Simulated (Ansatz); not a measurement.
Two isomers of C2H6F2Si2: A = `C=C[Si](F)(F)[SiH3]`, B = `FC1(F)C[SiH]1[SiH3]`.

Program: Ansatz. Geometries: PBE0-D4/def2-TZVP. ΔE: electronic, gas phase. CBS: MP2 limit from def2 TZ/QZ plus the TZ coupled-cluster correction, frozen cores. Functionals use def2-TZVPP. B3LYP here is the variant with VWN-RPA as its local correlation; programs differ in this. One conformer a species, not always the lowest.

**Question.** Which isomer does CCSD(T)/CBS put lower? Give the gap. (Estimate.)

**Answer.** Ansatz gave: A, by 113.2 kcal/mol.

**Question.** Give E(B) − E(A) in kcal/mol with B3LYP, B3LYP-D4, B2PLYP, PBE-D4, ωB97M-V, PBE0-D4, HF/def2-TZVPP. (An estimate is asked.)

**Answer.** The calculation gave: B3LYP 109.9, B3LYP-D4 110.3, B2PLYP 112.3, PBE-D4 98.7, ωB97M-V 107.7, PBE0-D4 102.0, HF/def2-TZVPP 120.9. None reverses the order clearly.

Largest T1 diagnostic: 0.014.

In def2-TZVPP, CCSD(T) changes the Hartree–Fock value by −9.4 kcal/mol (the triples alone add −1.6 kcal/mol) and MP2 by −7.0 kcal/mol. From PBE to PBE0 (25 % exact exchange), in def2-TZVPP and without D4, E(B) − E(A) moves by +3.3 kcal/mol.
